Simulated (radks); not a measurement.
Results of a calculation; reference values are marked as such.
Question: These are the eigenvalues of the occupied orbitals of an atom or ion with whole-number occupations (hartree). Level of theory: scalar-relativistic Kohn-Sham, BLYP, spin-polarised, spherical densities, finite nucleus; Fermi nuclear charge, rms radius of each element as measured or else 0.836 A^(1/3) + 0.57 fm (a radial shooting solver on a logarithmic mesh with Libxc functionals).

| orbital | eigenvalue |
|---|---|
| 1s up | -1761.770 |
| 1s down | -1761.561 |
| 2s up | -372.1467 |
| 2s down | -371.9980 |
| 2p up | -344.3272 |
| 2p down | -344.1147 |
| 3s up | -145.4489 |
| 3s down | -144.8282 |
| 3p up | -136.9025 |
| 3p down | -136.2795 |

Which element is it, and in what charge state? The configuration may be excited. Open shells, if any, are filled with parallel spins first.

Answer: Z = 61, promethium, charge +45: Pm45+ in [Ne] 3s2 3p4. The list shows which subshells hold electrons but not how many an open one holds; the 1s level, -1761.8 hartree, gives Z - s = 59.4 by -(Z - s)^2/2, which with screening and relativity narrows Z to a few neighbours, and the depths of the outer levels then fix element, charge and occupations together.
